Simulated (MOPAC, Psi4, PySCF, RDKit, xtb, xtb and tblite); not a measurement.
Two geometries of SMILES C#C[CH2][GeH3] (C3H6Ge), relaxed at GFN2-xTB with one dihedral held; other torsions can differ between them too.

Structure A

```
10

C      2.3106     0.7122     0.1711
C      1.3490     0.0310    -0.0403
C      0.1751    -0.7692    -0.2885
Ge    -1.5009     0.2200     0.1283
H      3.1661     1.2928     0.3477
H      0.1646    -1.0646    -1.3414
H      0.2197    -1.6803     0.3130
H     -1.2734     1.6946     0.1484
H     -2.5715    -0.0908    -0.8712
H     -2.0286    -0.1623     1.4759
```

Structure B

```
10

C      2.2972     0.7412     0.1406
C      1.3433     0.0437    -0.0515
C      0.1771    -0.7755    -0.2732
Ge    -1.5001     0.1973     0.1511
H      3.1473     1.3335     0.3039
H      0.1526    -1.1060    -1.3148
H      0.2419    -1.6659     0.3588
H     -1.9005     1.1071    -0.9654
H     -2.6202    -0.7791     0.3464
H     -1.3647     1.0099     1.3953
```

Which is lower in energy at the level Psi4 with DF-MP2 (frozen core)/cc-pVTZ // GFN2-xTB, and by how much?

B is lower, by 3.30 kJ/mol (dihedral C2–C3–Ge4–H8: 20° in A, 80° in B).

E(B) − E(A) in kJ/mol at the other levels, on the same two geometries: GFN2-xTB (xtb and tblite) -2.52; PBE/def2-TZVP // GFN2-xTB (Psi4) -2.65; PBE-D3(BJ)/def2-TZVP // GFN2-xTB (Psi4) -2.66; wB97X-D/def2-TZVP // GFN2-xTB (Psi4) -2.85; HF/cc-pVTZ // GFN2-xTB (Psi4) -3.52; UFF // GFN2-xTB (RDKit) -3.20; PM7, restricted, heats of formation // GFN2-xTB (MOPAC) -1.38; PM6, restricted, heats of formation // GFN2-xTB (MOPAC) -1.11; GFN1-xTB // GFN2-xTB (xtb) -3.21; restricted B3LYP/6-31G*, spherical d // GFN2-xTB (PySCF) -2.94; restricted BP86/6-31G*, spherical d // GFN2-xTB (PySCF) -2.81; restricted M06-2X/6-31G*, spherical d // GFN2-xTB (PySCF) -3.08.
